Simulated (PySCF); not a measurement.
## CaH⁺: one state, many levels of theory

State: ¹Σ⁺ (singlet), closed shell. Set-up: Ca pcseg-1, H pcseg-1; no relativity (PySCF 2.14). De refers to Ca⁺ + H in their ground configurations, without counterpoise correction. A positive dipole points towards H; it is taken about the centre of mass and depends on that origin.

| Level | Re (Å) | ωe (cm⁻¹) | De (eV) | μ (D) |
| --- | --- | --- | --- | --- |
| RHF | 1.941 | 1463 | 1.17 | -6.11 |
| RHF-MP2 | 1.931 | 1417 | 1.59 | n/a |
| RHF-SCS-MP2 | 1.933 | 1419 | 1.71 | n/a |
| RHF-CCSD | 1.949 | 1358 | 1.78 | n/a |
| RHF-CCSD(T) | 1.949 | 1352 | 1.79 | n/a |
| PBE | 1.876 | 1474 | 2.40 | -4.34 |
| revPBE | 1.879 | 1467 | 2.43 | -4.39 |
| TPSS | 1.869 | 1513 | 2.73 | -4.63 |
| r²SCAN | 1.871 | 1513 | 2.46 | -4.83 |
| PBE0 | 1.876 | 1493 | 2.26 | -4.81 |
| r²SCAN0 | 1.874 | 1515 | 2.30 | -5.10 |
| HSE06 | 1.877 | 1491 | 2.26 | -4.79 |

**Question.** Which functional lies closest to RHF-CCSD(T) in De, which farthest, and by how much do they differ from it?

**Answer.** Closest is PBE0 (-7.3 pm in Re, +10.4 % in ωe, +0.47 eV in De against RHF-CCSD(T) in the same basis), farthest TPSS (-8.0 pm in Re, +11.9 % in ωe, +0.94 eV in De). CCSD(T) converges more slowly with the basis than the functionals do and binds too weakly in this one, so the order can change at the basis-set limit.

**Question.** What does a quarter of exact exchange do here, going from PBE to PBE0?

**Answer.** PBE0 less PBE: +0.0 pm in Re, +1.3 % in ωe, -0.14 eV in De. Exact exchange removes part of the self-interaction that spreads semilocal densities, and in most molecules shortens and stiffens the bond and lowers De; so it does here.

**Question.** What does the step from GGA to meta-GGA do here, going from PBE to r²SCAN?

**Answer.** r²SCAN less PBE: -0.5 pm in Re, +2.6 % in ωe, +0.06 eV in De. 

Correlated steps freeze 5 core orbitals. Correlated levels converge slowly with the basis: in double zeta they bind strong bonds too weakly, by up to about 1 eV, and carry superposition errors of some tenths. For an ion De counts to the pair picked by the measured ionisation energies or electron affinities, which need not be the lowest pair at this level. Where the molecule has an RHF reference, its open-shell atoms are computed with UHF.
